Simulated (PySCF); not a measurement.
## Correlation energy of Tl⁺ (thallium, charge +1)

[Xe] 4f14 5d10 6s1 6p1, high-spin 3P determinant (an excited configuration). All numbers are calculated (PySCF 2.14, a scalar-relativistic core potential, in aug-cc-pVTZ-PP with ECP60MDF (6s5p4d2f, 55 functions)). Frozen: 5s2 5p6 5d10; 2 electrons correlated.

With two correlated electrons CCSD is exact within the correlated space (frozen core and kept virtual orbitals).

| level | correlation energy (mhartree) |
| --- | --- |
| CCSD | -3.08 |

Diagnostics: T1 = 0.0027, D1 = 0.0038, largest double amplitude 0.025.

Spin-orbit coupling, absent here, splits the open shell strongly.

Cost of the coupled-cluster step: of the order of 0.3 core-seconds, for 2 correlated electrons.
